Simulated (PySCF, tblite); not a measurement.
Isomers of C4H11FOSi2, one GFN2-xTB conformer each. Single-point energies are computed at PBE0/pcSseg-1 (PySCF, gas phase, no added dispersion term), electronic only.

```json
{"SMILES": "O[Si@@H]1C[C@H](F)C[C@@H]1[SiH3]", "GFN2-xTB relative energy (kJ/mol)": "0.0"}
{"SMILES": "C[SiH](C)[SiH2][C@H](F)C=O", "GFN2-xTB relative energy (kJ/mol)": "259.3"}
```

Conformers: `[OH:1][Si@@H:2]1[CH2:3][C@H:4]([F:5])[CH2:6][C@@H:7]1[SiH3:8]` with H–O1–Si2–C3 55°, O1–Si2–C3–C4 -105°, Si2–C3–C4–F5 80°, C3–C4–C6–C7 49°, C4–C6–C7–Si8 92°; `[CH3:1][SiH:2]([CH3:3])[SiH2:4][C@H:5]([F:6])[CH:7]=[O:8]` with C1–Si2–Si4–C5 80°, Si2–Si4–C5–F6 -48°, Si4–C5–C7–O8 -75°.

Problem. What does PBE0/pcSseg-1 give for the same structures?

Solution. 
| SMILES | PBE0/pcSseg-1 E (Eh) | PBE0/pcSseg-1 (kJ/mol) | GFN2-xTB (kJ/mol) | point group |
| --- | --- | --- | --- | --- |
| O[Si@@H]1C[C@H](F)C[C@@H]1[SiH3] | -912.48354 | 0.0 | 0.0 | C1 |
| C[SiH](C)[SiH2][C@H](F)C=O | -912.42448 | 155.1 | 259.3 | C1 |

Both levels put the same isomer lowest. As drawn, the lower has an O–H bond and an Si–O bond, which the higher lacks; the higher has a C=O bond and an Si–Si bond, which the lower lacks.

Problem. Which frontier levels, dipoles and rotational constants go with these structures?

Solution. 
```
                          SMILES  HOMO (eV, PBE0/pcSseg-1)  LUMO (eV)  dipole (D)       A, B, C (MHz)
O[Si@@H]1C[C@H](F)C[C@@H]1[SiH3]                     -7.89       0.64        1.87    1579, 1424, 1021
      C[SiH](C)[SiH2][C@H](F)C=O                     -7.48      -1.06        3.03  2605, 687.6, 583.6
```

Problem. What happens when harmonic zero-point energies from GFN2-xTB frequencies are added?

Solution. 
| SMILES | ZPE (kJ/mol) | electronic (kJ/mol) | with ZPE (kJ/mol) |
| --- | --- | --- | --- |
| O[Si@@H]1C[C@H](F)C[C@@H]1[SiH3] | 363.8 | 0.0 | 0.0 |
| C[SiH](C)[SiH2][C@H](F)C=O | 355.1 | 155.1 | 146.3 |

The zero-point energies span 8.7 kJ/mol. The order is unchanged.
